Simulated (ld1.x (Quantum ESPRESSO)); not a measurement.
# Which change was made? (Sb, TM)

- Element: antimony
- Generator: ld1.x (Quantum ESPRESSO) 7.5
- Type: norm-conserving Troullier–Martins (Kleinman–Bylander form)
- Functional: PBE
- Relativity: fully relativistic
- Frozen core: [Kr] 4d10
- Valence charge: 5
- Reference configuration: 5s2 5p3
- Partial waves: 5p (bound): rc 2.25 bohr; 5d channel at 0.05 Ry: rc 1.70 bohr; 5s (bound): rc 1.75 bohr
- Local potential: the s channel
- Core correction: Bessel-smoothed model core inside 1.55 bohr

Open shells are filled in proportion to 2j + 1 (rel_dist='average').

Cutoffs, loose and tight: the cutoffs (Ry, on a coarse ladder) from which the occupation-weighted sum of valence levels, in a spherical-Bessel basis at the reference potential, stays within 10 and 1 mRy of its value at 400 Ry. They do not see the model core or the augmentation charge, which bear on the density cutoff. Test errors are all-electron minus pseudo excitation energies from the reference, over the configurations 5s2 5p2; 5s2 5p1; 5s2 5p0; 5s0 5p5; 5s1 5p3; 5s2 5p2.5; 5s1 5p4; variants that change the core or the reference have their own tests.

The base gives: outcome: generated; cutoff, loose: 25 Ry; cutoff, tight: 45 Ry; bound ghosts: d3/2, d5/2; largest test error (meV): -126.

Q: After one change the result is: outcome: generated; cutoff, loose: 25 Ry; cutoff, tight: 45 Ry; bound ghosts: d; largest test error (meV): -138. Which change was it?
A. local potential the p channel
B. all radii but the core radius scaled by about 1.32 (s 2.30, p 2.96, d 2.24 bohr)
C. scalar-relativistic
D. wave 5d channel at 0.05 Ry: rc 1.70 bohr becomes 5d channel at 0.05 Ry: rc 1.30 bohr
E. wave 5s (bound): rc 1.75 bohr becomes 5s (bound): rc 1.22 bohr

A: C. The others give: wave 5d channel at 0.05 Ry: rc 1.70 bohr becomes 5d channel at 0.05 Ry: rc 1.30 bohr → outcome: generated; cutoff, loose: 25 Ry; cutoff, tight: 50 Ry; bound ghosts: none; largest test error (meV): -126 | local potential the p channel → outcome: generated, misses its reference levels by 0.42 eV; cutoff, loose: 25 Ry; cutoff, tight: 45 Ry; bound ghosts: d3/2, d5/2; largest test error (meV): -76 | wave 5s (bound): rc 1.75 bohr becomes 5s (bound): rc 1.22 bohr → outcome: generated; cutoff, loose: 160 Ry; cutoff, tight: over 300 Ry; bound ghosts: p3/2, p1/2, d3/2, d5/2, s (extra level of the local part); largest test error (meV): -279 | all radii but the core radius scaled by about 1.32 (s 2.30, p 2.96, d 2.24 bohr) → outcome: generated; cutoff, loose: 18 Ry; cutoff, tight: 30 Ry; bound ghosts: d3/2, d5/2; largest test error (meV): -170.
